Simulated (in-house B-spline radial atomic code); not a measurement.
Cr. Computed with a B-spline radial atomic code. Model: non-relativistic spherical atom: semilocal Troullier-Martins pseudo-atom, one channel per l, against all electrons, high spin, G0W0 and RPA with empty states to l = 8, local potential for every l without a channel, a model core (radius 0 = none) keeps its share of the functional.

The core holds an angular momentum without a channel of its own, so the local potential lets valence electrons into it.

What the tables leave out is listed at the end.

The pseudopotential gives back the lowest level of each angular momentum of its own functional in the configuration it was made in; a second state of the same l is only approximately right. Exact exchange, RPA and GW see the smooth pseudo-orbitals and miss the exchange with the core, for which the functional's share stands in. The column with an uncorrelated core keeps all orbitals and exact exchange, and so separates missing core correlation from pseudisation. Only the three outermost levels and the lowest empty one were computed. RPA here is direct RPA, with no exchange kernel, and its energies carry an (l + 1/2)⁻⁴ tail. A hybrid on a potential with a model core restores only its own semilocal share of the core's exchange.

Command:
```bash
python run_psgw.py task.json out
```
Settings (lengths in bohr, energies in hartree):
```
Z                      24
electrons              24
configuration          [Ar] 3d5 4s1
generated_in           [Ar] 3d5 4s1
functional             lda,vwn
core_shells            5
radius_factor          1.15
core_correction        True
ion_configuration      [Ar] 3d5
```

Time taken, with all properties: 54 s on 1 thread of Arm Neoverse N1, on a shared host.

Given: made with LDA VWN5; model core radius 1.352 bohr; local radius 2.822 bohr; mean-field start PBE0.

Valence shells of the generating configuration: 4s, 3d.

Channel: s 3.171, d 2.76 (radii in bohr).

Computed: largest level miss in the spin-unpolarised generating configuration 0 eV; valence RPA correlation energy all-electron orbitals -0.21956 hartree; valence RPA correlation energy pseudo -0.34635 hartree; all-electron RPA polarisability, core included 43.227 bohr³; pseudo-atom RPA polarisability 46.65 bohr³; ionisation by mean-field pseudo minus all 0.296 eV; ionisation by RPA pseudo minus all 1.621 eV.

```
level  occupied  mean-field all-electron (eV)  mean-field pseudo minus all (eV)  G0W0 all-electron (eV)  G0W0 uncorrelated core minus all (eV)  G0W0 pseudo minus all (eV)  exchange self-energy all-electron (eV)  exchange self-energy pseudo (eV)
3d up         1                       -5.4056                             0.589                 -7.9859                                  0.223                       1.861                                 -32.687                           -19.818
4s up         1                       -4.8496                            -0.272                 -7.1889                                  0.083                      -0.762                                 -9.7467                           -9.6419
```

Question: What is the ionisation by mean-field all-electron?

Answer: 6.9264 eV.

Question: What is the ionisation by RPA all-electron?

Answer: 7.1765 eV.

Among the listed levels the largest G0W0 shift of the pseudo-atom is +1.86 eV, for 3d up on the PBE0 start, while leaving the core uncorrelated moves that level by +0.22 eV. So pseudisation and the lost core exchange, not the missing core correlation, make the error. Not in the tables (levels of low weight, unsolved or above zero; the highest and the empty levels are kept at any weight): on LDA, a start not tabulated, the G0W0 levels 3d up (pseudo minus all +1.19 eV, weights 0.64 and 0.53), 4s up (pseudo minus all -0.36 eV, weights 0.67 and 0.79); on PBE0 the G0W0 levels 4p up (pseudo minus all -1.47 eV, weights 0.82 and 0.94); no Hartree-Fock pseudo-atom is run with a model core.
